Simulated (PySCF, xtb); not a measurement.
methylsilylboronic acid (CH7BO2Si), SMILES C[SiH2]B(O)O.

GFN2-xTB run with xtb at its own geometry gives an orbital gap of 4.37 eV and a dipole moment of 2.00 D.

Geometry optimised at r2SCAN-D4/def2-SVP. The values are those of a single conformer.

What does PBE0/def2-TZVP (PySCF) give? (The exact figures need the calculation; the answer reports its results.)

gap 7.93 eV (levels -7.98 and -0.05 eV), dipole 0.90 D.
